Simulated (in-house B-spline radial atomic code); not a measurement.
# S XI (S10+): [He] 2s2 2p2

Method: Dirac-Kohn-Sham OLYP, spherical fractional occupations, Fermi nucleus of rms radius 3.2611 fm. Calculated with a B-spline radial code for spherical atoms.

Effective charges: Z_r = [3n² - l(l+1)]/(2<r>) from the radius, Z_e = n√(-2ε) from the energy, and Slater's rules. Values are occupation-weighted means over j.

```csv
shell,electrons,ε (eV),<r> (bohr),Z_r,Z_e,Slater
1s,2,-2797.4,0.09639,15.56,14.34,15.70
2s,2,-515.54,0.4303,13.95,12.31,13.25
2p,2,-471.97,0.3797,13.17,11.78,13.25
```

The least bound orbital is 2p3/2 at -471.4 eV, while the most diffuse is 2s1/2 (<r> = 0.4303 bohr against 0.3803 bohr): energy order and size order differ.

Spin-orbit splittings of the orbital energies (j = l + 1/2 above j = l - 1/2 when positive): 2p 1.72 eV.

For the 1s electron the small component carries 0.325 % of the norm, the zero-frequency Breit interaction raises the level by 1.607 eV, self-energy by 0.7705 eV, and vacuum polarisation lowers it by 0.05095 eV.

The density falls to 0.001 bohr⁻³ at 1.255 bohr; Σ<r²> = 0.81045 bohr² gives, by the non-relativistic formula and without the paramagnetism of open shells, a Langevin diamagnetic susceptibility of -0.6419×10⁻⁶ cm³/mol.
